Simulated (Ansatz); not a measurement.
Stepwise reaction of `[CH3][Sn][CH3]` with hydrogen fluoride, as a gas-phase model of exchange steps in deposition or etching. ΔE in kJ/mol; ΔG adds harmonic PBE0-D4 terms to CCSD(T)/CBS, at 1 bar.

Gas-phase electronic energies from Ansatz, PBE0-D4/def2-TZVP geometries. CBS: MP2 limit from def2 TZ/QZ plus the TZ coupled-cluster correction, frozen cores. This one scheme is used for every species. Functionals use def2-TZVPP. B3LYP here is the variant with VWN-RPA as its local correlation; programs differ in this. Elements past krypton have def2 core potentials. For Sn outer-core shells are correlated without core-valence functions, which leaves a few kJ/mol of doubt a bond.

```csv
step,reaction,PBE-D4,B3LYP-D4,ωB97M-V,CCSD(T)/CBS,ΔG(500 K)
1,`[CH3][Sn][CH3]` + H–F → `[CH3][Sn][F]` + CH₄,-144.0,-149.8,-143.8,-135.6,-126.2
```

Q: Give the row of step 2, `[CH3][Sn][F]` + H–F → `[F][Sn][F]` + CH₄. (Estimate.)

A: The calculation gave: 
```csv
step,reaction,PBE-D4,B3LYP-D4,ωB97M-V,CCSD(T)/CBS,ΔG(500 K)
2,`[CH3][Sn][F]` + H–F → `[F][Sn][F]` + CH₄,-154.1,-159.0,-153.0,-146.2,-131.3
```

Q: By hand: ΔE of the 2 steps together at CCSD(T)/CBS.

A: (-135.6) + (-146.2) = -281.8 kJ/mol, or -140.9 kJ/mol a step.

In ΔE each step is lower than the one before. All are downhill at CCSD(T)/CBS. ΔG lies between -131.3 and -126.2 kJ/mol a step. PBE-D4 differs from CCSD(T)/CBS by -8.4 to -7.9 kJ/mol a step. Isolated molecules leave out the surface, adducts and barriers. Largest T1 diagnostic: 0.017.
